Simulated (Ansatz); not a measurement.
Input and output for CH$_{7}$NSeSi (`CN[SiH2][SeH]`).

```yaml
crystal:
  periodic: [false, false, false]
  atoms:
    - {symbol: C, position_ang: [-0.414223, 1.540617, -0.211979]}
    - {symbol: N, position_ang: [-0.308719, 0.413415, 0.691698]}
    - {symbol: Si, position_ang: [0.758302, -0.894086, 0.436382]}
    - {symbol: Se, position_ang: [0.511136, -2.078372, -1.514405]}
    - {symbol: H, position_ang: [-1.085092, 1.356670, -1.059599]}
    - {symbol: H, position_ang: [-0.762179, 2.430581, 0.318916]}
    - {symbol: H, position_ang: [0.572192, 1.772987, -0.621130]}
    - {symbol: H, position_ang: [-1.155577, 0.225392, 1.205029]}
    - {symbol: H, position_ang: [0.592438, -1.802445, 1.596020]}
    - {symbol: H, position_ang: [2.144729, -0.384556, 0.295154]}
    - {symbol: H, position_ang: [-0.787509, -2.637302, -1.115486]}
basis:
  gaussian: {orbitals: aug-cc-pVTZ, nuclear_model: gaussian}
hamiltonian: {xc: {name: revPBE}, dispersion: d3bj}
output: {forces: true}
```

```sh
$ ansatz run in.yaml --threads 4 --pin off --events-out ev --progress --plain --max-ram 10444MiB
```

It prints (some lines left out):

```
Functional definition: revPBE
1619 factors; their error is unknown
mean field evaluation 1: about -75851.1262 eV, gradient 7.7e1 eV
mean field evaluation 2: about -75765.4655 eV, gradient 1.6e2 eV
mean field evaluation 4: about -75863.2097 eV, gradient 1.8e1 eV
mean field evaluation 8: about -75863.9334 eV, gradient 1.5e-1 eV
mean field evaluation 16: about -75863.8934 eV, gradient 5.8e-3 eV
mean field -75863.89340601 eV, -2787.9466602772 hartree, gradient 2.5e-5 eV, S^2 0.000000; 0 other end points of the search recorded, 0 dependent functions left out
reference -75863.89349861 eV, -2787.9466636799 hartree; 34, 34 occupied and 328, 328 virtual orbitals, 1619 factors
Total energy: -75864.50809572 eV, -2787.9692497072 hartree
Atom 0 at    -0.414223     1.540617    -0.211979 Å, force    -0.030485     0.226506    -0.169081 eV/Å
Atom 1 at    -0.308719     0.413415     0.691698 Å, force    -0.105791     0.224349     0.289734 eV/Å
Atom 2 at     0.758302    -0.894086     0.436382 Å, force     0.270995    -0.339410     0.072319 eV/Å
Atom 3 at     0.511136    -2.078372    -1.514405 Å, force     0.235443    -0.098258    -0.448711 eV/Å
Atom 4 at    -1.085092     1.356670    -1.059599 Å, force    -0.148746    -0.031077    -0.201512 eV/Å
Atom 5 at    -0.762179     2.430581     0.318916 Å, force    -0.083590     0.204010     0.111581 eV/Å
Atom 6 at     0.572192     1.772987    -0.621130 Å, force     0.206293     0.046391    -0.091182 eV/Å
Atom 7 at    -1.155577     0.225392     1.205029 Å, force    -0.288772    -0.073494     0.174872 eV/Å
Atom 8 at     0.592438    -1.802445     1.596020 Å, force    -0.017460    -0.134110     0.194310 eV/Å
Atom 9 at     2.144729    -0.384556     0.295154 Å, force     0.217644     0.080440    -0.025927 eV/Å
Atom 10 at    -0.787509    -2.637302    -1.115486 Å, force    -0.255531    -0.105348     0.093597 eV/Å
Dipole moment:    -0.297767     0.243725     0.181997 e Å
```

Run time 4.8 s (4 threads of an Intel Xeon on a shared host); peak host memory 0.7 GiB.
